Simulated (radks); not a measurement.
Values are calculated unless marked as measured or tabulated.
Q: Excited configurations of V: one electron is placed in a higher orbital outside [Ar] 3d4. The ground configuration is [Ar] 3d3 4s2. Code: a radial shooting solver on a logarithmic mesh with Libxc functionals. Model: scalar-relativistic Kohn-Sham, PBE, spin-polarised, spherical densities, point nucleus; open shells are filled with parallel spins first. Excitation = E - E(ground); binding = E(ion) - E, where the ion is the core of charge +1; n* = 1/sqrt(2 binding) in atomic units, and the quantum defect is n - n*.

| outer orbital | excitation (eV) | binding (eV) | n* | quantum defect | eigenvalue (eV) | <r> (bohr) |
|---|---|---|---|---|---|---|
| 4s | -1.111 | 7.077 | 1.387 | 2.613 | -4.318 | 3.463 |
| 4p | 1.994 | 3.972 | 1.851 | 2.149 | -1.942 | 4.805 |
| 5s | 3.508 | 2.458 | 2.353 | 2.647 | -1.509 | 8.974 |
| 5f | 5.292 | 0.675 | 4.491 | 0.509 | -0.405 | 28.25 |
| 6s | 4.635 | 1.331 | 3.197 | 2.803 | -0.846 | 17.00 |

Estimate the row for 6d.

A: excitation (eV) 5.256; binding (eV) 0.710; n* 4.377; quantum defect 1.623; eigenvalue (eV) -0.453; <r> (bohr) 30.14. The Delta-SCF ionisation energy is 5.966 eV (NIST Atomic Spectra Database: 6.746 eV, measured). Self-interaction in the functional shifts the binding energies and quantum defects, so they are the method's values and not measured ones. Open shells are spherical and high-spin; term and fine-structure splittings are not resolved. A negative excitation energy means that this level of theory puts the configuration below the NIST ground configuration.
